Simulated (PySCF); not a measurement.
# Where the electron goes

Species: C₄H₁₀BNO.
Cartesian coordinates in Å at the PBE0-D3(BJ)/def2-SVP level; atoms count from 1:
```
atom  x, y, z in Å
C1     3.2096    0.8834    0.1785
C2     2.0041    0.4258   -0.4762
N3     1.0463    0.0493   -0.9882
B4    -0.2977   -0.4540   -1.5467
C5    -1.4418    0.1523   -0.5811
O6    -1.1622   -0.1513    0.7689
C7    -2.1391    0.2847    1.6503
H8     3.0556    0.8894    1.2674
H9     3.4604    1.9007   -0.1550
H10    4.0457    0.2107   -0.0609
H11   -0.2106   -1.6753   -1.4985
H12   -0.3698   -0.0469   -2.7007
H13   -2.4206   -0.2776   -0.8825
H14   -1.5428    1.2545   -0.6997
H15   -1.8347    0.0117    2.6728
H16   -2.2811    1.3860    1.6114
H17   -3.1266   -0.1798    1.4474
```

Level of theory: TDDFT PBE0/def2-SVPD, vertical, gas phase, core orbitals frozen in the response (PySCF 2.14.0, density-fitted response routines).

Kohn–Sham orbitals with the atoms that hold most of them (Löwdin shares over 4%, at most four atoms; ? is withheld):

| orbital | ε (eV) | atoms |
| --- | --- | --- |
| HOMO-3 | -8.71 | O6 39%, C7 16%, C5 9%, H15 8% |
| HOMO-2 | -7.58 | B4 33%, H12 22%, H11 10%, C5 9% |
| HOMO-1 | -7.44 | ? |
| HOMO | ? | O6 55%, C5 12%, C7 9%, H14 7% |
| LUMO | -0.46 | ? |
| LUMO+1 | -0.42 | N3 33%, C2 32%, C1 14%, H9 7% |
| LUMO+2 | -0.07 | C1 36%, C2 20%, H10 12%, H9 11% |

(1) Which atoms hold the LUMO, and with what shares?

(2) Give the leading atoms of the HOMO-1.

(3) What is the HOMO energy, and the HOMO–LUMO gap?

Answers

(1) N3 (bonded to B and C) 32%; C2 (bonded to C and N) 32%; C1 (bonded to C and 3 H) 14%; H10 (bonded to C) 6%. By element: carbon 46% or more, nitrogen 32%, hydrogen 6% or more.

(2) B4 (bonded to C, N and 2 H) 24%; C5 (bonded to B, O and 2 H) 23%; O6 (bonded to 2 C) 15%; H11 (bonded to B) 13%.

(3) ε(HOMO) = -6.74 eV; the gap is 6.28 eV (0.2310 hartree).

Question: The HOMO–LUMO gap is 6.28 eV. Where does the response calculation put the lowest singlet, and from which orbitals?

Answer: S1 is at 5.25 eV (f = 0.0008), 1.03 eV below the gap, made of HOMO→LUMO (93%). 

Question: One configuration dominates each of S1 and S2. Which, and how do the shares of the two leading atoms of either orbital change from the occupied to the empty one?

Answer: 
- S1 (5.25 eV, f 0.0008), HOMO→LUMO (93%): O6 55% → at most 7%, C5 12% → at most 7%, N3 at most 7% → 32%, C2 at most 7% → 32%
- S2 (5.33 eV, f 0.0021), HOMO→LUMO+1 (93%): O6 55% → at most 7%, C5 12% → at most 7%, N3 at most 7% → 33%, C2 at most 7% → 32%

Löwdin shares depend on the basis, the more so with diffuse functions.

Hardware: one thread, Intel Xeon at 2.50 GHz (x86_64) (shared host). Cost: 12 min of wall time, 0.90 GiB resident at most.

One conformer stands for the species.
